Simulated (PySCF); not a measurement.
PBE on He (helium, neutral), 1s1 2p1, high-spin 3P determinant (an excited configuration). Computed with PySCF 2.14 in aug-cc-pVQZ-DK, with the spin-free X2C one-electron Hamiltonian (Gaussian nucleus).

```
cycle= 1 E= -2.06967977339271  delta_E= -0.000659  |g|= 0.00319  |ddm|= 0.114
cycle= 2 E= -2.06968256846899  delta_E= -2.8e-06  |g|= 0.000309  |ddm|= 0.00918
cycle= 3 E= -2.06968261503883  delta_E= -4.66e-08  |g|= 2.1e-05  |ddm|= 0.000666
cycle= 4 E= -2.06968261522234  delta_E= -1.84e-10  |g|= 4.95e-07  |ddm|= 5.33e-05
converged SCF energy = -2.06968261522234  <S^2> = 2  2S+1 = 3
```

Highest occupied orbital energy: 1.547 eV; ⟨L²⟩ = 2.00; populations by l: s 1.00, p 1.00, d 0.00, f 0.00.

Problem. Can this result be used?

Solution. Not for this state. Self-consistency was reached. The outer electron is Rydberg-like, and this basis confines it to a smaller radius and binds it less than a complete one would. At PBE the highest occupied level has a positive energy, so only the finite basis holds that electron; for this excited configuration the basis is too tight for the outer shell.
